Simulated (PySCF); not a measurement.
**Correlation energy of P (phosphorus, neutral)**

[Ne] 3s2 3p2 4s1, high-spin 4P determinant (an excited configuration). Calculation: PySCF 2.14, in aug-cc-pCVTZ-DK with one added diffuse shell each of s, p, d, f type (9s8p6d4f, 91 functions); scalar relativity by spin-free X2C-1e. Frozen: [Ne]; 5 electrons correlated.

MP2 pair energies summed by pair of shells (mhartree):

| pair | energy | share (%) |
| --- | --- | --- |
| 3s-3p | -39.17 | 54.9 |
| 3s-3s | -17.45 | 24.5 |
| 3p-3p | -6.53 | 9.2 |
| 3s-4s | -4.16 | 5.8 |
| 3p-4s | -3.98 | 5.6 |

Total MP2 correlation energy: -71.29 mhartree.

Same-spin part -15.38 and opposite-spin part -55.91 mhartree; SCS-MP2 scales them by 1/3 and 6/5 to -72.22 mhartree.
